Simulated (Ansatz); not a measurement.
Start from `[NH2][AlH][AlH2]` and change one atom or group to get `[NH2][AlH][GaH2]`.

Ansatz, PBE0-D4/def2-TZVP geometries, multiplicity 1. Each molecule was computed in one conformer, which needn't be the lowest.

Scalar relativity is left out up to krypton.

```tsv
property	`[NH2][AlH][AlH2]`
size of the dipole moment (PBE/def2-TZVPP) / D	1.54
zero-point energy (PBE0-D4/def2-TZVP) / kJ/mol	120.2
LUMO energy (ωB97M-V/def2-TZVPP) / eV	-0.73
size of the dipole moment (B3LYP/def2-TZVPP) / D	1.39
HOMO energy (B3LYP/def2-TZVPP) / eV	-6.65
HOMO–LUMO gap (ωB97M-V/def2-TZVPP) / eV	8.01
```

**Question.** What does the change do to each property? (Best estimate.)

**Answer.** Computed: 
```
                                        property  `[NH2][AlH][GaH2]`  shift
  size of the dipole moment (PBE/def2-TZVPP) / D                1.63   0.09
  zero-point energy (PBE0-D4/def2-TZVP) / kJ/mol               119.9   -0.3
           LUMO energy (ωB97M-V/def2-TZVPP) / eV               -0.36   0.37
size of the dipole moment (B3LYP/def2-TZVPP) / D                1.58   0.19
             HOMO energy (B3LYP/def2-TZVPP) / eV               -6.72  -0.07
         HOMO–LUMO gap (ωB97M-V/def2-TZVPP) / eV                8.51   0.50
```

With PBE0 the HOMO falls by 0.07 eV and the LUMO rises by 0.33 eV, so the gap widens by about 0.40 eV. PBE moves the HOMO by -0.07 eV and ωB97M-V by -0.14 eV. Dipoles are sizes alone; their direction can turn.

B3LYP here is the variant with VWN-RPA as its local correlation; programs differ in this.
